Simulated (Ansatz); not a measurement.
A structure relaxed at PBE0-D4/def2-TZVP, charge 0, multiplicity 1:

| atom | x (Å) | y (Å) | z (Å) |
| --- | --- | --- | --- |
| O1 | 1.029 | 1.088 | -0.280 |
| Mo2 | -0.130 | -0.314 | 0.043 |
| F3 | -0.097 | 0.142 | 1.835 |
| F4 | -0.870 | -0.017 | -1.626 |
| F5 | -1.817 | -0.933 | 0.449 |
| S6 | 1.060 | -1.995 | -0.146 |
| H7 | 0.825 | 2.029 | -0.273 |

(1) Give its formula and SMILES.

(2) Point group (tolerance 0.08 Å, 0.16 Å for H)?

(3) Summarise the bond lengths by kind.

Answers

(1) F3HMoOS, `[OH][Mo]([F])([F])([F])=[S]`.

(2) Cs.

(3) 1 × Mo–O 1.848 Å; 1 × H–O 0.962 Å; 3 × F–Mo 1.842 to 1.850 Å; 1 × Mo–S 2.068 Å.

Program: Ansatz 0.2.0.
